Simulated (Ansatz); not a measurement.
One change: `O[C](=S)[GaH][F]` becomes `O[C](=S)[InH][F]`.

Ansatz, PBE0-D4/def2-TZVP geometries, multiplicity 1. Each molecule was computed in one conformer, which needn't be the lowest.

Elements past krypton have def2 core potentials. Scalar relativity is left out up to krypton.

```json
{"property": "zero-point energy (PBE0-D4/def2-TZVP) / kJ/mol", "`O[C](=S)[GaH][F]`": "80.1"}
{"property": "HOMO–LUMO gap (ωB97M-V/def2-TZVPP) / eV", "`O[C](=S)[GaH][F]`": "9.51"}
{"property": "LUMO energy (ωB97M-V/def2-TZVPP) / eV", "`O[C](=S)[GaH][F]`": "0.01"}
{"property": "size of the dipole moment (B3LYP/def2-TZVPP) / D", "`O[C](=S)[GaH][F]`": "3.08"}
{"property": "size of the dipole moment (ωB97M-V/def2-TZVPP) / D", "`O[C](=S)[GaH][F]`": "3.04"}
{"property": "HOMO–LUMO gap (B3LYP/def2-TZVPP) / eV", "`O[C](=S)[GaH][F]`": "4.79"}
```

Problem. Give the same properties after the change, and the shifts. (Best estimate.)

Solution. The calculation gave: 
| property | `O[C](=S)[InH][F]` | shift |
| --- | --- | --- |
| zero-point energy (PBE0-D4/def2-TZVP) / kJ/mol | 77.9 | -2.2 |
| HOMO–LUMO gap (ωB97M-V/def2-TZVPP) / eV | 7.62 | -1.89 |
| LUMO energy (ωB97M-V/def2-TZVPP) / eV | -0.96 | -0.97 |
| size of the dipole moment (B3LYP/def2-TZVPP) / D | 3.43 | 0.35 |
| size of the dipole moment (ωB97M-V/def2-TZVPP) / D | 3.77 | 0.73 |
| HOMO–LUMO gap (B3LYP/def2-TZVPP) / eV | 3.39 | -1.40 |

With PBE0 the HOMO rises by 0.90 eV and the LUMO falls by 0.47 eV, so the gap narrows by about 1.37 eV. PBE moves the HOMO by 0.84 eV and ωB97M-V by 0.92 eV. Dipoles are sizes alone; their direction can turn.

Positive LUMOs are unbound, so they and the gaps depend on the basis.

B3LYP here is the variant with VWN-RPA as its local correlation; programs differ in this.
